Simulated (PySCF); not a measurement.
This PySCF input asks for the NMR shieldings of SMILES OB(O)[C@H]1[SiH2]C=C1CC[SiH3], C5H13BO2Si2; the geometry comes from GFN2-xTB.

```python
import basis_set_exchange as bse
import numpy as np
from pyscf import gto, dft
from pyscf.prop import nmr

atoms = """
O    -1.255588    1.291585   -1.336897
B    -1.884685    0.903551   -0.200549
O    -2.850522    1.748094    0.281315
C    -1.571315   -0.495817    0.444546
Si   -2.167256   -2.007646   -0.624683
C    -0.311979   -2.180718   -0.432559
C    -0.178573   -1.067472    0.308008
C     1.045120   -0.445650    0.885087
C     1.748779    0.418441   -0.170495
Si    3.189079    1.423023    0.545244
H    -1.571460    2.130438   -1.675664
H    -3.296099    1.471071    1.079117
H    -1.904460   -0.531040    1.486621
H    -3.035983   -2.925054    0.120461
H    -2.736933   -1.711781   -1.937422
H     0.475574   -2.847357   -0.748108
H     0.770499    0.174712    1.742228
H     1.732739   -1.223407    1.229594
H     2.096109   -0.232229   -0.975497
H     1.009313    1.084104   -0.617406
H     2.692482    2.326157    1.588218
H     3.820992    2.204890   -0.519135
H     4.179412    0.519090    1.138808
"""
names = dict.fromkeys(["O", "B", "C", "Si", "H"], "pcSseg-1")
basis = {el: gto.basis.parse(bse.get_basis(n, elements=[el], fmt="nwchem")) for el, n in names.items()}
mol = gto.M(atom=atoms, basis=basis, charge=0, verbose=0)
mf = dft.RKS(mol, xc="PBE0")
mf.grids.level = 2
mf.grids.alignment = dft.numint.BLKSIZE   # the property module wants whole blocks of grid points
mf.conv_tol = 1e-9
mf.kernel()

calc = nmr.RKS(mf)   # GIAO
C = mf.mo_coeff
Co = C[:, mf.mo_occ > 0]
resp = mf.gen_response(singlet=True, hermi=2)
def vind(x):   # induced exchange potential for any number of trial vectors
    d = np.einsum("pi,xij,qj->xpq", C, 2 * x.reshape(-1, C.shape[1], Co.shape[1]), Co, optimize=True)
    return np.einsum("xpq,pi,qj->xij", resp(d - d.transpose(0, 2, 1)), C, Co, optimize=True).ravel()
mo1, _ = nmr.rhf.solve_mo1(calc, with_cphf=vind)
sigma = calc.kernel(mo1)
for i, s in enumerate(sigma):   # ppm
    w = np.linalg.eigvalsh((s + s.T) / 2)
    print("%2d %-2s iso %8.1f  s11 %8.1f  s22 %8.1f  s33 %8.1f" % (i, mol.atom_pure_symbol(i), w.mean(), *w))
```

Problem. Give the expected output.

Solution. 
```
 0 O  iso    221.2  s11    126.1  s22    258.1  s33    279.6
 1 B  iso     70.0  s11     45.6  s22     70.1  s33     94.4
 2 O  iso    208.1  s11    102.5  s22    253.6  s33    268.2
 3 C  iso    159.0  s11    141.9  s22    155.6  s33    179.4
 4 Si iso    400.8  s11    359.9  s22    403.7  s33    438.9
 5 C  iso     57.7  s11    -40.5  s22     62.5  s33    151.0
 6 C  iso      4.3  s11   -130.2  s22      7.0  s33    136.0
 7 C  iso    148.0  s11    134.6  s22    138.2  s33    171.1
 8 C  iso    174.0  s11    159.7  s22    173.5  s33    188.9
 9 Si iso    419.3  s11    387.7  s22    398.8  s33    471.5
10 H  iso     27.8  s11     22.1  s22     23.3  s33     38.1
11 H  iso     27.9  s11     22.2  s22     24.9  s33     36.7
12 H  iso     30.1  s11     27.0  s22     29.2  s33     34.1
13 H  iso     26.8  s11     23.8  s22     24.6  s33     32.0
14 H  iso     26.9  s11     23.7  s22     25.9  s33     31.3
15 H  iso     26.0  s11     24.2  s22     24.9  s33     29.0
16 H  iso     29.9  s11     25.8  s22     30.9  s33     33.0
17 H  iso     29.2  s11     24.7  s22     29.1  s33     33.8
18 H  iso     30.8  s11     26.4  s22     30.1  s33     36.0
19 H  iso     29.5  s11     22.6  s22     28.9  s33     37.0
20 H  iso     28.0  s11     24.5  s22     26.8  s33     32.8
21 H  iso     27.8  s11     24.4  s22     25.4  s33     33.6
22 H  iso     28.0  s11     24.5  s22     26.2  s33     33.2
```

These numbers come from an equivalent density-fitted implementation of the same equations, which agrees with the script to about 0.01 ppm for H and up to a few tenths of a ppm for heavy atoms, so last digits may differ.

Size and cost of the density-fitted run: 249 basis functions, 110 s wall time on 1 thread of an Arm Neoverse N1, shared host; peak memory 1.2 GiB.
